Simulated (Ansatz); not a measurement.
Molecule: sum formula MnOClH (charge 0, sextet). The spin state was set by rule; other spins were not relaxed. 
Structure (B3LYP-D3(BJ)/def2-TZVP (Ansatz, a quantum-chemistry and plane-wave program) minimum search):
SMILES: [OH][Mn][Cl]
```xyz
4

Mn    -0.2006    -0.1684     0.3023
Cl     0.8822     0.7871    -1.3592
O     -1.0275    -1.0413     1.6631
H     -1.7612    -0.8411     2.2446
```
Charge 0, spin multiplicity 6.

Total electronic energies in hartree. Valence correlation only, unless marked. Open shells are spin-unrestricted. Spin-orbit coupling is left out. The frozen core is the preceding noble-gas configuration, with the filled d and f shells of earlier blocks. No relativistic terms. Basis-set limits of correlation are two-point, X^-3; Hartree-Fock from the larger set. [CCSD(T)-MP2]/basis is that difference in the basis named.

| level | program | energy (Eh) |
|---|---|---|
| HF/STO-3G | Ansatz | -1666.79608 |
| HF/6-31G* | Ansatz | -1684.75087 |
| HF/def2-TZVPPD | Ansatz | -1684.95500 |
| BLYP-D4/def2-TZVPD | Ansatz + dftd4 | -1687.22926 |
| B97M-V/def2-TZVPD | Ansatz | -1686.78354 |
| PBE0-D4/def2-TZVP | Ansatz + dftd4 | -1686.74422 |
| PBE0/def2-QZVPP | Ansatz | -1686.79052 |
| CAM-B3LYP/def2-TZVPD | Ansatz | -1687.24316 |
| wB97M-V/def2-TZVPD | Ansatz | -1687.07366 |
| B2GP-PLYP-D4/def2-TZVPD | Ansatz + dftd4 | -1686.57913 |
| B2PLYP-D3(BJ)/def2-TZVPD | Ansatz + dftd3 | -1686.73993 |
| B2PLYP-D4/def2-TZVPD | Ansatz + dftd4 | -1686.73917 |
| MP2/STO-3G | Ansatz | -1666.86010 |
| MP2/6-31G | Ansatz | -1684.94511 |
| MP2/def2-SVPD | Ansatz | -1685.01065 |
| SCS-MP2/6-31G | Ansatz | -1684.92010 |
| SCS-MP2/def2-SVPD | Ansatz | -1684.96520 |
| SCS-MP2/def2-TZVPP | Ansatz | -1685.46246 |
| CCSD(T)/def2-SVP | Ansatz | -1684.97629 |
| CCSD(T)/def2-SVPD | Ansatz | -1685.04525 |
| CCSD(T)/def2-TZVPP | Ansatz | -1685.57045 |
| RI-MP2/CBS(def2-TZVPP,def2-QZVPP)+[CCSD(T)-MP2]/def2-TZVPP | Ansatz | -1685.7002 |
| RI-MP2/CBS(def2-TZVPPD,def2-QZVPPD)+[CCSD(T)-MP2]/def2-TZVPPD | Ansatz | -1685.6986 |

Totals of different functionals don't rank their quality; only differences between species are comparable.
